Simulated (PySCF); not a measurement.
## A single-point calculation

Pb(NCS)2 (singlet). PySCF 2.14.0, RKS CAM-B3LYP, Pb def2-SVP with ECP60, N def2-SVP, C def2-SVP, S def2-SVP; non-relativistic Hamiltonian with scalar-relativistic core potentials where named; density fitting; no spin-orbit coupling. Purpose: singlet excitations, Tamm-Dancoff CAM-B3LYP.

```python
mol = gto.M(atom='''
Pb     0.01834     1.47379    -0.00000
N     -0.00030    -0.02423     1.59558
C     -0.00463    -0.37191     2.74354
S     -0.01079    -0.86694     4.24850
N     -0.00030    -0.02423    -1.59558
C     -0.00463    -0.37191    -2.74354
S     -0.01079    -0.86694    -4.24850''',
    basis={'Pb': 'def2-SVP', 'N': 'def2-SVP', 'C': 'def2-SVP', 'S': 'def2-SVP'},
    ecp={'Pb': 'def2-SVP'},
    charge=0, spin=0)
mf = dft.RKS(mol, xc='CAMB3LYP')
mf.grids.atom_grid = (50, 194)
mf = mf.density_fit()  # fitting sets: Pb def2-universal-JKFIT, N def2-universal-JKFIT, C def2-universal-JKFIT, S def2-universal-JKFIT
mf.conv_tol = 1e-08; mf.max_cycle = 55
mf.kernel(dm0)  # dm0: converged density of the relaxed state
td = mf.TDA(); td.nstates = 8; td.kernel()
```

Run from Python with OMP_NUM_THREADS=2; the lines above give its settings. Where DIIS fails, smearing, a level shift and second-order steps follow.
It took 77 s on 2 threads of Arm Neoverse V1 (shared host), from an already converged density.

(1) Where do the frontier levels lie, over both spins?

(2) What are the Mulliken charges and spins?

(3) Which singlet excitations follow (Tamm-Dancoff, 8 states)?

The geometry was relaxed with PBE0 (Pb def2-SVP with ECP60, N def2-SVP, C def2-SVP, S def2-SVP).

Results:

(1) HOMO -8.01 eV, LUMO -2.78 eV. 

(2) 
```csv
atom,charge (e),spin (e)
Pb1,0.917,0.000
N2,-0.249,0.000
C3,-0.008,0.000
S4,-0.202,0.000
N5,-0.249,0.000
C6,-0.008,0.000
S7,-0.202,0.000
```

(3) 
```csv
state,eV,oscillator strength
1,2.70,0.0036
2,2.88,0.0000
3,3.18,0.2820
4,3.58,0.0636
5,4.68,0.0000
6,4.91,0.0000
7,5.16,0.7169
8,5.36,0.0997
```
